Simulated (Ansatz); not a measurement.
One change: `BNCOC` becomes `BNCC`.

Ansatz, PBE0-D4/def2-TZVP geometries, multiplicity 1. Each molecule was computed in one conformer, which needn't be the lowest.

| property | `BNCOC` |
| --- | --- |
| HOMO–LUMO gap (B3LYP/def2-TZVPP) / eV | 7.28 |
| LUMO energy (B3LYP/def2-TZVPP) / eV | -0.16 |
| HOMO–LUMO gap (PBE0/def2-TZVPP) / eV | 7.74 |
| HOMO energy (B3LYP/def2-TZVPP) / eV | -7.45 |
| LUMO energy (PBE/def2-TZVPP) / eV | -0.90 |
| HOMO energy (PBE/def2-TZVPP) / eV | -6.11 |

Problem. Give the same properties after the change, and the shifts. (An estimate is asked.)

Solution. Ansatz gave: 
```csv
property,`BNCC`,shift
HOMO–LUMO gap (B3LYP/def2-TZVPP) / eV,7.63,0.35
LUMO energy (B3LYP/def2-TZVPP) / eV,0.00,0.16
HOMO–LUMO gap (PBE0/def2-TZVPP) / eV,8.10,0.36
HOMO energy (B3LYP/def2-TZVPP) / eV,-7.63,-0.18
LUMO energy (PBE/def2-TZVPP) / eV,-0.70,0.20
HOMO energy (PBE/def2-TZVPP) / eV,-6.60,-0.49
```

With PBE0 the HOMO falls by 0.19 eV and the LUMO rises by 0.17 eV, so the gap widens by about 0.36 eV. PBE moves the HOMO by -0.49 eV and ωB97M-V by -0.13 eV.

B3LYP here is the variant with VWN-RPA as its local correlation; programs differ in this.
